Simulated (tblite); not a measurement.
Species: C₅H₁₁ClS₂Si.
Geometry (GFN2-xTB, Å), atoms numbered from 1 in this order:
```
atom  x, y, z in Å
C1     4.125   -0.071   -0.605
C2     2.805   -0.567   -0.128
S3     2.670   -1.857    0.862
S4     1.446    0.347   -0.691
Si5   -0.224   -0.681    0.316
Cl6   -0.162   -0.302    2.281
C7    -1.774    0.109   -0.468
C8    -3.031   -0.538    0.106
C9    -1.819    1.625   -0.269
H10    4.411    0.806   -0.021
H11    4.884   -0.838   -0.474
H12    4.069    0.232   -1.649
H13   -0.099   -2.089   -0.025
H14   -1.759   -0.084   -1.546
H15   -3.921   -0.099   -0.341
H16   -3.042   -1.607   -0.088
H17   -3.082   -0.386    1.181
H18   -0.936    2.098   -0.694
H19   -1.869    1.871    0.789
H20   -2.697    2.043   -0.757
```

Computed values, GFN2-xTB/tblite, gas phase, harmonic and unscaled. Against measured fundamentals such values can be off by several per cent, at times by over 20. Modes of hydrogen on silicon can be 10 to 20 % off. One conformer, not necessarily the lowest.

Harmonic wavenumbers (cm⁻¹): 38.0, 48.9, 53.9, 64.7, 77.1, 106.0, 129.5, 150.8, 221.5, 238.8, 248.4, 309.0, 331.0, 348.9, 400.4, 410.6, 458.3, 525.3, 596.8, 617.7, 663.1, 696.5, 888.7, 946.5, 949.0, 985.8, 994.5, 1043.6, 1107.3, 1133.4, 1177.3, 1215.7, 1276.1, 1297.1, 1379.9, 1413.5, 1426.9, 1442.4, 1449.6, 1495.6, 1503.6, 1508.9, 1512.6, 2327.5, 2933.8, 2984.0, 3019.7, 3020.9, 3024.1, 3030.3, 3034.9, 3037.9, 3041.8, 3042.4.

A = 1449, B = 537.9, C = 454.6 MHz; mass 197.976 u (most abundant isotopes); point group C1, symmetry number 1.

Problem. Zero-point energy?

Solution. Half the sum of the wavenumbers: 32690 cm⁻¹ = 391.06 kJ/mol.

Problem. Give the ideal-gas entropy at 350 K and 1 bar in the rigid-rotor, harmonic-oscillator model (classical rotation).

Solution. Translation 178.14, rotation 132.48, vibration 225.82: S = 536.4 J/(mol K).

Problem. And Cp and H(350 K) − H(0)?

Solution. Cp = 219.10 J/(mol K), of which vibrations give 185.84 (their classical limit is 54 R = 449.0); H(350 K) − H(0) = 49.28 kJ/mol without the zero-point energy, 37.64 from vibrations.

Problem. How do the functions run with temperature in this model?

Solution. 
| T (K) | S (J/(mol K)) | Cp (J/(mol K)) | H − H(0) (kJ/mol) | G − H(0) (kJ/mol) | ln q(vib) |
| --- | --- | --- | --- | --- | --- |
| 100 | 340.2 | 109.4 | 7.34 | -26.68 | 3.74 |
| 200 | 432.0 | 158.5 | 20.87 | -65.53 | 8.29 |
| 300 | 504.2 | 199.7 | 38.81 | -112.45 | 12.34 |
| 500 | 623.5 | 269.9 | 86.11 | -225.62 | 19.49 |
| 800 | 766.8 | 339.5 | 178.40 | -435.02 | 28.74 |
| 1000 | 846.1 | 370.6 | 249.57 | -596.48 | 34.18 |

q(vib) and H(0) count from the zero-point level.

Problem. What must be added to the electronic energy to get the Gibbs energy at 350 K and 1 bar?

Solution. ZPE + [H(350 K) − H(0)] − T·S = 391.06 + 49.28 − 187.75 = 252.59 kJ/mol.

Problem. Which modes carry the vibrational entropy at 350 K?

Solution. 38.0 cm⁻¹: 23.76; 48.9 cm⁻¹: 21.67; 53.9 cm⁻¹: 20.86; 64.7 cm⁻¹: 19.35; 77.1 cm⁻¹: 17.90; 106.0 cm⁻¹: 15.29 J/(mol K); the other 48 give 106.99 together.

Hindered rotation and anharmonicity are outside this model. Other conformers, if any are populated, would add a mixing term that is left out. The structure is chiral; the term R ln 2 for an equal mix with its mirror image is left out.

Time: 2.2 s wall. Hardware: one thread, Arm Neoverse N1 (aarch64), shared host with 64 logical CPUs at a one-minute load of 56. The figure is for the frequency step alone.
